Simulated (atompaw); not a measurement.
## u(r) = r·R(r): atom against pseudo-atom (Sr (Z = 38))

Columns: radius, all-electron u(r) and pseudo u(r) of the 4p shell (level -24.26 eV) of strontium in the configuration [Ar] 3d10 4s2 4p6 4d0 5s1.75 5p0; PBEsol, scalar-relativistic, PAW (atompaw) scheme, atompaw 4.2.0.5.

```csv
r (bohr),all-electron,pseudo
0.115,0.2440,0.0188
0.231,-0.2031,0.0739
0.346,-0.4386,0.1590
0.462,-0.3453,0.2674
0.577,-0.0906,0.3873
0.692,0.1955,0.5093
0.808,0.4496,0.6246
0.923,0.6433,0.7229
1.038,0.7765,0.7994
1.154,0.8560,0.8511
1.269,0.8903,0.8763
1.385,0.8905,0.8774
1.500,0.8660,0.8575
1.615,0.8247,0.8210
1.731,0.7723,0.7715
1.846,0.7145,0.7145
1.962,0.6538,0.6538
2.077,0.5938,0.5938
2.192,0.5357,0.5357
2.308,0.4802,0.4802
2.423,0.4288,0.4288
2.538,0.3816,0.3816
2.654,0.3381,0.3381
2.769,0.2991,0.2991
2.885,0.2638,0.2638
3.000,0.2324,0.2324
```

How many radial nodes do the two functions have?

The all-electron 4p function has n − l − 1 = 2; the pseudo-wave has 0, since the states of the same l below it are removed with the core.

At about which radius was the pseudo-wave matched?

1.90 bohr, where the columns begin to agree (steps of 0.12 bohr).

Where does each function peak?

Outermost all-electron maximum near 1.39 bohr, pseudo maximum near 1.39 bohr (to the table’s step).

Is the pseudo-wave norm-conserving?

No, it belongs to a PAW set: the norm inside the radius is not constrained, and the difference is carried by the augmentation charge.
